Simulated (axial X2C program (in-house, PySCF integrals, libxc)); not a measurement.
Which functional? An output for IrN

An SCF output computed with an in-house relativistic program for diatomic molecules for IrN at 1.586 Å, two-component, state Ω = 0, Ir dyall-cv3z [13s14p9d6f4g], N dyall-av3z [7s7p3d2f] (cores contracted in-house), without its first line:

```
basis functions 235  fitting functions 1171  grid points 5071
iter        total energy     max residual
   1     -17879.153689171     9.64e-01
   2     -17879.196724085     1.43e-02
   3     -17879.197757006     1.11e-02
   4     -17879.198758989     5.69e-03
   5     -17879.199032121     2.55e-03
   6     -17879.199219380     1.04e-03
   7     -17879.199286903     6.58e-04
   8     -17879.199323054     5.37e-04
   9     -17879.199374625     2.47e-04
  10     -17879.199396203     1.39e-04
  11     -17879.199401393     9.27e-05
  12     -17879.199403975     2.55e-05
  13     -17879.199404205     1.27e-05
  14     -17879.199404226     6.75e-06
  15     -17879.199404236     2.81e-06
  16     -17879.199404238     1.36e-06
  17     -17879.199404238     1.20e-06
converged
one-electron -24861.78450394  Coulomb 7172.79433671  exact exchange -353.91473580  xc functional 0.00000000  nuclear repulsion 179.84017446  atomic mean-field constant -16.13467567
```

Question: Which level of theory produced it?
A. PW91
B. PBE0
C. TPSSh
D. HF

Answer: D. The exact-exchange term against the functional term shows a share of 1 of exact exchange.
